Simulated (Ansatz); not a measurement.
System: SiH$_{3}$S$_{2}$, charge 0, doublet. SiH3S2 (SMILES [S][SiH2]S, doublet).
B3LYP-D3(BJ)/def2-TZVP minimum from Ansatz (an electronic-structure program):
```
Si
H 1 1.4770
H 1 1.4777 2 110.15
S 1 2.1029 2 115.65 3 -131.32
S 1 2.1628 2 105.00 3 120.76
H 5 1.3446 1 94.47 2 -170.51
```
Charge 0, spin multiplicity 2.

Total energies in cc-pV(D+d)Z, 19 correlated electrons, 15 frozen orbitals. Radicals and triplets start from unrestricted determinants; spin-orbit coupling is neglected. Correlated methods leave the cores frozen. No relativity.

```
method    program  energy (Eh)  minus CCSDT(Q) (mEh)
--------  -------  -----------  --------------------
HF         Ansatz  -1085.78597                405.87
MP2        Ansatz  -1086.12595                 65.90
CCSD       Ansatz  -1086.17806                 13.79
CCSD(T)    Ansatz  -1086.18944                  2.40
CCSDT(Q)   Ansatz  -1086.19184                  0.00
```

Rough core times of Ansatz's runs on a shared machine: CCSD(T) 90 s, CCSDT(Q) 70 min.
